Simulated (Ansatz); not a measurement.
Cartesian coordinates in Å:
```
C 0.4515 1.6380 -0.9293
N 0.7796 0.6979 0.1091
B 0.0731 -0.4812 0.4497
C -1.2363 -0.9051 -0.3314
N 0.5459 -1.2975 1.5089
H 1.2431 1.7164 -1.6842
H 0.2663 2.6442 -0.5348
H -0.4556 1.3175 -1.4414
H 1.6097 0.9382 0.6261
H -1.0403 -1.0526 -1.3983
H -2.0148 -0.1388 -0.2609
H -1.6634 -1.8357 0.0502
H 1.3661 -1.1015 2.0549
H 0.0751 -2.1397 1.7814
```

Total charge 0; spin multiplicity 1.

Q: List the PBE0/def2-TZVPP orbital energies in eV (Ansatz 0.2.0). (Best estimate.)

A: The calculation gave: Occupied: -390.60, -390.43, -278.47, -276.94, -183.69, -24.59, -23.44, -19.00, -18.53, -14.30, -13.70, -13.45, -11.84, -11.58, -10.72, -10.32, -10.27, -8.94, -8.17, -6.31. Lowest empty: 0.93, 1.75, 1.85, 2.30, 2.85, 2.99, 3.18, 3.33.
